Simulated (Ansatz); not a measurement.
Basis-set extrapolation for C2H7FSi2 (PBE0-D4/def2-TZVP geometry, frozen core, Ansatz). Multiplicity 1, RHF reference.

```
                      def2-TZVPP   def2-QZVPP
                 HF  -757.250614  -757.277119
    MP2 correlation    -0.830474    -0.894292
CCSD(T) correlation    -0.916433      not run
```

Energies in hartree. Use E(X) = E(∞) + A·exp(−7.88·√X) for Hartree–Fock and E(X) = E(∞) + B·X^(−2.97) for correlation, with X = 3 and 4, and add CCSD(T) minus MP2 of the smaller set to the MP2 limit.

**Question.** What is the CCSD(T) energy at the basis-set limit?

**Answer.** HF limit: -757.277119 + (-0.026505) × 0.13774 = -757.28077. MP2 limit: -0.894292 + (-0.063818) × 0.74074 = -0.94156. Higher-order term: -0.916433 − (-0.830474) = -0.08596. Total: -758.30829 hartree, 88.6 kcal/mol below CCSD(T)/def2-TZVPP.
